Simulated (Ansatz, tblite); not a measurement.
Removing and adding an electron: Al(H2S)F3 (AlH₂SF₃). The state is a singlet with charge 0. Geometry: PBE-D4/def2-SVP. Ansatz, gas phase; energy differences of separate SCF runs; the oxidised species was run as a doublet alone; the reduced species was run as a doublet alone.

| atom | x (Å) | y (Å) | z (Å) |
| --- | --- | --- | --- |
| Al1 | 0.579 | -0.129 | -0.845 |
| S2 | -0.218 | 0.331 | 1.484 |
| H3 | -1.257 | 1.113 | 1.069 |
| H4 | -1.009 | -0.780 | 1.528 |
| F5 | 1.246 | 1.364 | -1.200 |
| F6 | -0.924 | -0.470 | -1.505 |
| F7 | 1.584 | -1.429 | -0.530 |

The xTB rows come from tblite. HOMO above LUMO, or a gap near zero within one spin, warns that the state may not be the lowest or that an electron is smeared out.

```tsv
level	−HOMO (eV)	vertical IE (eV)	−LUMO (eV)	vertical EA (eV)	HOMO–LUMO gap (eV)	IE − EA (eV)	remarks
GFN1-xTB	13.31	16.72	8.06	4.57	5.26	12.15	–
GFN2-xTB	12.66	15.89	7.19	3.70	5.47	12.19	–
PBE-D4/def2-TZVP	8.47	11.62	2.20	–	6.26	–	gap within one spin near zero (+1 doublet)
PBE-D4/def2-TZVPD	8.54	–	2.27	0.11	6.27	–	HOMO above zero (-1 doublet)
r2SCAN-D4/def2-TZVP	8.85	11.90	1.94	–	6.92	–	–
r2SCAN-D4/def2-TZVPD	8.89	–	1.97	-0.07	6.92	–	HOMO above zero (-1 doublet)
PBE0-D4/def2-TZVP	9.99	12.27	1.19	–	8.79	–	–
PBE0-D4/def2-TZVPD	10.03	–	1.26	-0.04	8.76	–	HOMO above zero (-1 doublet)
```

   A HOMO above zero means that the electron is unbound at that level or that self-interaction error raises the level; the energy of removing that electron tells which. Raw xTB energy differences between charge states are shifted by several eV; the methods need an empirical correction for them. A negative affinity means that the extra electron isn't bound; its size then hangs on the basis.
